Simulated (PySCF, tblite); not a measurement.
Isomers of C7H12ClFO, one GFN2-xTB conformer each. Single-point energies are computed at PBE0/pcSseg-1 (PySCF, gas phase, no added dispersion term), electronic only.

Task: Rank them by PBE0/pcSseg-1 energy, lowest first (kJ/mol).
A. `[CH3:1][CH2:2][C@:3]([F:4])([C:5](=[O:6])[Cl:7])[CH:8]([CH3:9])[CH3:10]` with C1–C2–C3–F4 64°, C2–C3–C5–O6 -63°, C2–C3–C8–C9 -58°
B. `[CH3:1][C@@H:2]1[CH2:3][CH2:4][C@:5]([F:6])([Cl:7])[CH2:8][O:9][CH2:10]1` with C1–C2–C3–C4 -71°, C2–C3–C4–C5 -75°, C3–C4–C5–F6 -44°, C4–C5–C8–O9 -22°
C. `[CH3:1][CH:2]([CH3:3])[CH2:4][C@:5]([CH3:6])([F:7])[C:8](=[O:9])[Cl:10]` with C1–C2–C4–C5 -169°, C2–C4–C5–C6 167°, C4–C5–C8–O9 130°
D. `[CH3:1][CH:2]([CH3:3])[C@@H:4]([CH3:5])[C@@H:6]([F:7])[C:8](=[O:9])[Cl:10]` with C1–C2–C4–C5 -175°, C2–C4–C6–F7 -45°, C4–C6–C8–O9 41°
E. `[CH3:1][C:2]([CH3:3])([CH3:4])[CH2:5][C@H:6]([F:7])[C:8](=[O:9])[Cl:10]` with C2–C5–C6–F7 -79°, C5–C6–C8–O9 -83°

Result: A (0.0), C (5.4), E (14.7), D (22.1), B (43.5).

As drawn, the lowest has a C=O bond, which the highest lacks. Neighbours under 10 kJ/mol apart (CC[C@](F)(C(=O)Cl)C(C)C and CC(C)C[C@](C)(F)C(=O)Cl; CC(C)C[C@](C)(F)C(=O)Cl and CC(C)(C)C[C@H](F)C(=O)Cl; CC(C)(C)C[C@H](F)C(=O)Cl and CC(C)[C@@H](C)[C@@H](F)C(=O)Cl) can change places with a better method, another conformer or zero-point energy. GFN2-xTB itself gives, in the same order: 14.9, 14.6, 23.2, 29.9, 0.0. GFN2-xTB puts C[C@@H]1CC[C@](F)(Cl)COC1 lowest instead; measured from each level's own lowest isomer, the values differ by up to 43.5 kJ/mol (C[C@@H]1CC[C@](F)(Cl)COC1: 0.0 against 43.5).

Task: Which frontier levels, dipoles and rotational constants go with these structures?

Result: 
```csv
SMILES,"HOMO (eV, PBE0/pcSseg-1)",LUMO (eV),dipole (D),"A, B, C (MHz)"
CC[C@](F)(C(=O)Cl)C(C)C,-8.43,-1.24,2.60,"1389, 991.9, 786.9"
CC(C)C[C@](C)(F)C(=O)Cl,-8.61,-1.24,3.12,"1410, 861.2, 734.2"
CC(C)(C)C[C@H](F)C(=O)Cl,-8.55,-1.33,2.88,"2044, 595.5, 553.6"
CC(C)[C@@H](C)[C@@H](F)C(=O)Cl,-8.57,-1.34,2.53,"1780, 728.3, 668.2"
C[C@@H]1CC[C@](F)(Cl)COC1,-7.72,0.41,2.10,"2104, 764.3, 709.2"
```

Task: What happens when harmonic zero-point energies from GFN2-xTB frequencies are added?

Result: 
| SMILES | ZPE (kJ/mol) | electronic (kJ/mol) | with ZPE (kJ/mol) |
| --- | --- | --- | --- |
| CC[C@](F)(C(=O)Cl)C(C)C | 467.5 | 0.0 | 0.0 |
| CC(C)C[C@](C)(F)C(=O)Cl | 467.3 | 5.4 | 5.2 |
| CC(C)(C)C[C@H](F)C(=O)Cl | 467.4 | 14.7 | 14.6 |
| CC(C)[C@@H](C)[C@@H](F)C(=O)Cl | 468.7 | 22.1 | 23.3 |
| C[C@@H]1CC[C@](F)(Cl)COC1 | 475.8 | 43.5 | 51.8 |

The zero-point energies span 8.5 kJ/mol. The order is unchanged.
